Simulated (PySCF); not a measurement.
Calculation: PBE-D3(BJ)/def2-TZVP // PBE0-D4/def2-TZVP (PySCF 2.14.0). Gas-phase values, no solvent. Excitations are Tamm–Dancoff values on a coarser integration grid. The basis has no diffuse functions, so Rydberg states are missing or too high.

Reference species (SMILES): `C=C=NC` (neutral, multiplicity 1).

The S1 excitation (TDA) is 4.71 eV and the HOMO–LUMO gap is 4.52 eV.

Changed species: `N#CCC`.

**Question.** What does the change do to the S1 excitation (TDA) and HOMO–LUMO gap?

**Answer.** the S1 excitation (TDA) rises by 2.89 eV, to 7.60 eV; the HOMO–LUMO gap increases by 3.00 eV, to 7.52 eV.
